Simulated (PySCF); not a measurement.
C₄H₉F₃Ge, SMILES C[C](C)(C)[Ge]([F])([F])[F] at its GFN2-xTB optimised geometry (Å):

```
17

C      0.1921     0.8282    -1.1922
C     -0.3452     0.0604     0.0000
C      0.0053     0.7327     1.3132
C     -1.8327    -0.2084    -0.1211
Ge     0.6127    -1.8105     0.0000
F      0.2812    -2.8807     1.3559
F      2.3716    -1.8105     0.0000
F      0.2812    -2.8808    -1.3559
H     -0.2775     1.8105    -1.2307
H      1.2697     0.9638    -1.1146
H     -0.0251     0.3053    -2.1222
H      1.0813     0.8719     1.4045
H     -0.3401     0.1397     2.1587
H     -0.4742     1.7099     1.3582
H     -2.3716     0.7384    -0.1276
H     -2.0585    -0.7403    -1.0441
H     -2.1906    -0.8033     0.7177
```

Computed with PBE0/def2-SVP (PySCF 2.14.0). Cells within 0.4 Å of a nucleus heavier than hydrogen are left out (blank, or x).

Map of the log10 of the electron density (e/bohr³), floored at −4 on the plane z = 0.0 Å:

```
|000000000000000000000000000|
|000000000000000000000000000|
|000000000000000000000000000|
|000000000000000000000000000|
|000000000000110000000000000|
|000000000011221100000000000|
|000000111122322211000000000|
|000012222223333322100000000|
|000123433334444333210000000|
|001234554444554443321000000|
|001346665555665544321000000|
|002356776666776544321000000|
|002356777777x76543321000000|
|0023467xx77xxx7543321100000|
|0013467xx777776654333320000|
|001345777766776655555442000|
|001245666656667766667653200|
|000234555445679986789864200|
|00012334434568xx977xx975300|
|00001222223467xx977xx865300|
|000000111234567876678754200|
|000000000124556655556543100|
|000000000023455544444331000|
|000000000012344433222110000|
|000000000001233322100000000|
|000000000000111110000000000|
|000000000000000000000000000|
```
Scale: ten equal steps from -4.00 (start of '0') to 0.299 (end of '9'), in the order '0123456789'; x runs from -4.50 to 4.50, y from -4.50 (bottom) to 4.50 (top).
